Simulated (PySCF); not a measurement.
Correlation energy of Se⁺ (selenium, charge +1)

[Ar] 3d10 4s1 4p3 5s1, high-spin 6S determinant (an excited configuration). Computed with PySCF 2.14 in aug-cc-pVTZ-PP with one added diffuse shell each of s, d, f type with ECP10MDF (7s5p5d3f, 68 functions), with scalar relativity through the core potential. Frozen: 3s2 3p6 3d10; 5 electrons correlated.

MP2 pair energies summed by pair of shells (mhartree):

```json
{"pair": "4p-4p", "energy": "-16.84", "share (%)": "57.1"}
{"pair": "4p-5s", "energy": "-9.29", "share (%)": "31.5"}
{"pair": "4s-4p", "energy": "-3.00", "share (%)": "10.2"}
{"pair": "4s-5s", "energy": "-0.37", "share (%)": "1.2"}
```

Total MP2 correlation energy: -29.50 mhartree.

Same-spin part -29.50 and opposite-spin part 0.00 mhartree; SCS-MP2 scales them by 1/3 and 6/5 to -9.83 mhartree.
